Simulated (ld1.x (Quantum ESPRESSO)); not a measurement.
Transferability test, RRKJ potential for Sc

ld1.x (Quantum ESPRESSO) 7.5 input, shortened:

```
&input
   title='Sc', zed=21., rel=1, dft='PBESOL', iswitch=3,
   config='[Ar] 3d1 4s2 4p0'
 /
 &inputp
   pseudotype=2, tm=.false., rho0=0.001, lloc=0,
   nlcc=.true., new_core_ps=.true., rcore=0.85
 /
3
3P  2  1   6.00   0.00  1.60  1.60  0.0
3D  3  2   1.00   0.00  2.95  2.95  0.0
4S  1  0   2.00   0.00  3.45  3.45  0.0
 &test
   configts(1)='3p6 3d1 4s2 4p0'
 /
```

Energies are relative to the spin-unpolarised reference configuration 3p6 3d1 4s2 4p0; without spin polarisation the order of configurations can differ from experiment.

```json
{"valence configuration": "3p6 3d1 4s1 4p0", "charge": "+1", "ΔE all-electron (eV)": "6.903", "error AE − PS (meV)": "-1.5"}
{"valence configuration": "3p6 3d1 4s0 4p0", "charge": "+2", "ΔE all-electron (eV)": "19.554", "error AE − PS (meV)": "-48"}
{"valence configuration": "3p6 3d0 4s0 4p0", "charge": "+3", "ΔE all-electron (eV)": "44.372", "error AE − PS (meV)": "+561"}
{"valence configuration": "3p6 3d2 4s0 4p0", "charge": "+1", "ΔE all-electron (eV)": "7.537", "error AE − PS (meV)": "+192"}
{"valence configuration": "3p6 3d1 4s1.5 4p0", "charge": "+0.5", "ΔE all-electron (eV)": "2.758", "error AE − PS (meV)": "0.0"}
{"valence configuration": "3p6 3d1.5 4s1.5 4p0", "charge": "0", "ΔE all-electron (eV)": "0.677", "error AE − PS (meV)": "+35"}
```

(1) What are ΔE and the potential's error for 3p6 3d2 4s1 4p0?

Levels in the configuration 3p6 3d1 4s1 4p0:

```csv
level,all-electron (eV),pseudo (eV)
3p,-40.554,-40.551
3d,-9.979,-9.998
4s,-9.721,-9.728
```

## Answers

(1) ΔE = 1.664 eV all-electron; the error (AE − PS) is +96 meV.

These tests converged, but a pseudo level misses the all-electron one widely, so the file describes the atom poorly there or has found another state: 3p6 3d0 4s0 4p0: empty 4p by 2.5 eV (a node warning on the way).
